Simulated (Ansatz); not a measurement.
Diatomic MgC-, multiplicity 4 (lowest of 2S+1 = 2, 4 at CCSD(T)/def2-TZVPP on PBE0 minima; our sources give no spin for the ground state, which may be another).

Constants: fifth-degree fit in 1/R to seven points, most abundant isotopes. Runs in def2 and cc sets follow the lowest solution found near the PBE0 minimum.

Correlated levels freeze the inner cores; with def2 sets outer-core shells near the valence are correlated too.

The values were computed with Ansatz (Gaussian orbitals). Values without a source in brackets are computed.

**Question.** What bond length and harmonic frequency does CAM-B3LYP/def2-TZVPP give?

**Answer.** r_e = 2.204 Å, ω_e = 413 cm⁻¹.

**Question.** What bond length and harmonic frequency does CCSD/def2-TZVPP give?

**Answer.** r_e = 2.212 Å, ω_e = 420 cm⁻¹.

**Question.** What bond length and harmonic frequency does CCSD(T)/def2-QZVPP give?

**Answer.** r_e = 2.186 Å, ω_e = 428 cm⁻¹.

Ansatz is a first-principles code.
